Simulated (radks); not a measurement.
Question: Bi, configuration [Hg] 6p3. All-electron calculation, Dirac Kohn-Sham, PBE, spin-unpolarised, spherical densities, finite nucleus; open shells fill j = l - 1/2 first; Fermi nuclear charge, rms radius 5.5211 fm. Program: a radial shooting solver on a logarithmic mesh with Libxc functionals. Some entries of the table are withheld. Estimate them.

orbital,occ.,eigenvalue (hartree),r(max) (bohr)
1s1/2,2,-3323.990,0.009661
2s1/2,2,-596.7142,0.05643
2p1/2,2,-573.5888,0.04119
2p3/2,4,-488.3526,0.04902
3s1/2,2,-143.9974,0.1588
3p1/2,2,-133.4835,0.1478
3p3/2,4,-114.3994,0.1636
3d3/2,4,-97.06996,0.1269
3d5/2,6,-93.02345,0.1312
4s1/2,2,-33.02183,0.3564
4p1/2,2,-28.43753,0.3537
4p3/2,4,-23.73473,0.3855
4d3/2,4,(1),(2)
4d5/2,6,(3),(4)
5s1/2,2,-5.74344,0.7719
4f5/2,6,-5.66956,0.3399
4f7/2,8,-5.46780,0.3444
5p1/2,2,(5),0.8073
5p3/2,4,(6),0.8833
5d3/2,4,-1.02860,1.017
5d5/2,6,-0.91872,1.047
6s1/2,2,-0.50862,1.879
6p1/2,2,-0.20433,2.247
6p3/2,1,-0.13635,2.582

Answer: 
(1) 4d3/2 eigenvalue (hartree): -16.25409
(2) 4d3/2 r(max) (bohr): 0.3763
(3) 4d5/2 eigenvalue (hartree): -15.37618
(4) 4d5/2 r(max) (bohr): 0.3859
(5) 5p1/2 eigenvalue (hartree): -4.15291
(6) 5p3/2 eigenvalue (hartree): -3.24766
